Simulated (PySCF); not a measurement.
## Exact mass, isotope pattern and composition

Species: `CCP(=S)(CC)CC`.

All values are calculated from tables of isotopes.

Question: Find the molar and monoisotopic masses of C6H15PS.

Answer: For C6H15PS, with standard atomic weights, 6 × 12.011 + 1 × 30.974 + 1 × 32.060 + 15 × 1.008 = 150.220 g/mol. From the most abundant isotopes (12C, 31P, 32S, 1H), 6 × 12.000000 + 1 × 30.973762 + 1 × 31.972071 + 15 × 1.007825 = 150.0632 u.

Question: What cluster does the molecular ion M+• show when like nominal masses merge?

Answer: 
```
nominal mass  m/z (centroid)  relative intensity
         150        150.0627               100.0
         151        151.0657                 7.5
         152        152.0590                 4.8
         153        153.0620                 0.3
```

Lines under 0.1 % of the tallest are left out. One electron mass, 0.00055 u, is taken off.

Question: What share of all molecules is the monoisotopic species?

Answer: 0.9893^6 × 1 × 0.9493 × 0.999885^15 = 88.84 %.

Question: What resolving power m/Δm just matches the spacing of the species with one 33S and with one 13C?

Answer: They lie 0.00397 u apart at mass 151.06, so m/Δm is about 38000.

Question: Elemental analysis, calculated?

Answer: C 47.97 %, P 20.62 %, S 21.34 %, H 10.07 %.
